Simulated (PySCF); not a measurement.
Compound: C₈H₇N.
SMILES: `c1ccc2c[nH]cc2c1`

Method used: BHandHLYP/def2-SV(P) geometry optimisation, gas phase (PySCF 2.14.0).

Take the most abundant isotopes and a rigid rotor. 

(1) Give the principal moments of inertia and the rotational constants in GHz.

(2) Classify the top.

(3) What does the inertial defect say?

(4) Give the coordinates in the principal-axis frame, origin at the centre of mass.

(5) Which types of transition are allowed, and where do some lines up to J = 5 fall?

(6) Estimate the classical rotational partition function at 10 K, 25 K and 100 K.

Answers

(1) Ia = 128.48, Ib = 312.25, Ic = 440.72 u·Å²; 505379 MHz·u·Å²/I gives 3934, 1619 and 1147 MHz, that is A = 3.9336, B = 1.6185, C = 1.1467 GHz.

(2) An asymmetric top; Ray's κ = -0.661.

(3) Planar: Δ = Ic − Ia − Ib = 0.00 u·Å². For a rigid frame Δ = −2 Σ m c², so it vanishes when all atoms lie in the ab plane; here none is more than 0.01 Å from it.

(4) The sense of each axis is arbitrary; atoms in the order of the calculation.
| atom | mass (u) | a (Å) | b (Å) | c (Å) |
| --- | --- | --- | --- | --- |
| C1 | 12.000 | -2.151 | -0.715 | 0.000 |
| C2 | 12.000 | -2.151 | 0.715 | 0.000 |
| C3 | 12.000 | -0.990 | 1.425 | 0.000 |
| C4 | 12.000 | 0.245 | 0.720 | -0.001 |
| C5 | 12.000 | 1.571 | 1.124 | 0.000 |
| N6 | 14.003 | 2.332 | 0.000 | 0.000 |
| C7 | 12.000 | 1.571 | -1.124 | 0.000 |
| C8 | 12.000 | 0.245 | -0.720 | -0.001 |
| C9 | 12.000 | -0.990 | -1.425 | 0.000 |
| H10 | 1.008 | -3.104 | -1.236 | 0.001 |
| H11 | 1.008 | -3.104 | 1.237 | 0.001 |
| H12 | 1.008 | -1.001 | 2.511 | -0.001 |
| H13 | 1.008 | 2.017 | 2.107 | 0.000 |
| H14 | 1.008 | 3.336 | 0.000 | 0.001 |
| H15 | 1.008 | 2.016 | -2.107 | 0.000 |
| H16 | 1.008 | -1.001 | -2.511 | 0.000 |

(5) The dipole components are |μa| = 2.80 D, |μb| = 0.00 D, |μc| = 0.00 D; the symmetry axis of this C2v structure is a, so μb and μc vanish by symmetry and there are no b-type or c-type lines. Some lines, for components of 0.1 D or more:

```
type  branch         J(Ka,Kc)    MHz  lower level (cm⁻¹)
   a       Q  3(2,1) ← 3(2,2)    317               0.894
   a       Q  1(1,0) ← 1(1,1)    472               0.169
   a       Q  2(1,1) ← 2(1,2)   1415               0.338
   a       Q  4(1,3) ← 4(1,4)   4679               0.924
   a       Q  5(1,4) ← 5(1,5)   6924               1.338
   a       R  3(2,2) ← 2(2,1)   8296               0.617
   a       R  4(2,2) ← 3(2,1)  11597               0.904
   a       R  4(1,3) ← 3(1,2)  11856               0.684
   a       R  5(1,5) ← 4(1,4)  12415               0.924
   a       R  5(0,5) ← 4(0,4)  12785               0.892
   a       R  5(4,2) ← 4(4,1)  13970               2.286
```

(6) Point group C2v, symmetry number σ = 2; q = (√π/σ)·√((kT/h)³/(ABC)), k/h = 20836.6 MHz/K: 987 at 10 K, 3900 at 25 K, 31200 at 100 K.

No frequency check. No vibrational averaging or centrifugal distortion is included, and the geometry carries the error of its method. Quadrupole hyperfine structure (14N) is left out.
